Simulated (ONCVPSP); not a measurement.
**vanadium (V), ONCV: configuration errors across variants**

- Element: vanadium (V)
- Generator: ONCVPSP 4.0.1
- Type: optimised norm-conserving Vanderbilt (ONCV)
- Functional: Wu-Cohen
- Relativity: fully relativistic
- Frozen core: [Ar]
- Valence charge: 5
- Reference configuration: 3d3 4s2
- Partial waves: 4s: rc 2.25 bohr, ncon 3, nbas 6, qcut 2.4 1/bohr, 3 projectors, debl 2.8 Ha; p scattering state at 0.21 Ha: rc 1.95 bohr, ncon 3, nbas 6, qcut 4.2 1/bohr, 1 projector; 3d: rc 1.40 bohr, ncon 4, nbas 9, qcut 13 1/bohr, 1 projector
- Local potential: polynomial inside 1.30 bohr (lpopt 5, dvloc0 1 Ha)
- Core correction: Teter function, parameters optimised by the program

Open shells are filled in proportion to 2j + 1.

All-electron excitation energies from the reference (eV): (1) 3d3 4s1 7.760; (2) 3d3 4s0 21.913; (3) 3d2 4s0 50.794; (4) 3d3.5 4s1.5 0.053.

2 further variants failed, have other tests or too few solved ones, and are left out.

Errors AE − PS in meV (a dash: test not solved or not reliable):

| change | (1) | (2) | (3) | (4) | bound ghosts | GHOST(+) flags above zero |
| --- | --- | --- | --- | --- | --- | --- |
| base | -25 | -550 | -1287 | -47 | none | s, p3/2, p1/2 |
| p: rc 2.24 | -25 | -550 | -1287 | -47 | none | s, p3/2, p1/2 |
| p: rc 2.46 | -25 | -550 | -1287 | -47 | none | s, p3/2, p1/2 |
| p: rc 2.82 | -25 | -550 | -1287 | -47 | none | s, p3/2, p1/2 |

Q: Give the same row for: p: rc 1.94.

A: -25, -550, -1287, -47; bound ghosts: none; GHOST(+) flags above zero: s, p3/2, p1/2.
